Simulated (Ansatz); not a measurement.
Program: Ansatz. Geometries: PBE0-D4/def2-TZVP. ΔE: electronic, gas phase. CCSD(T)/CBS is the MP2 limit (def2-TZVPP, def2-QZVPP) plus CCSD(T) − MP2 in def2-TZVPP, frozen cores. For Br outer-core shells are correlated without core-valence functions, which leaves a few kJ/mol of doubt a bond. Scalar relativity is left out up to krypton. One conformer a species, not always the lowest.

`COB(C)Br` + `NCOC=O` → `COB(N)Br` + `CCOC=O`  (formal exchange of groups at a B–C bond)

| species | CCSD/def2-TZVPP energy (Eh) |
| --- | --- |
| `COB(C)Br` | -2752.35718 |
| `NCOC=O` | -283.96959 |
| `COB(N)Br` | -2768.43138 |
| `CCOC=O` | -267.93684 |

(1) Work out ΔE.

Largest T1 diagnostic among the species: 0.015.

## Answers

(1) ΔE = (-2768.43138) + (-267.93684) − (-2752.35718) − (-283.96959) = -0.04145 Eh = -26.0 kcal/mol. CCSD(T)/CBS gives -25.9 kcal/mol.

From PBE to PBE0 (25 % exact exchange), in def2-TZVPP and without D4, ΔE moves by −1.2 kcal/mol.
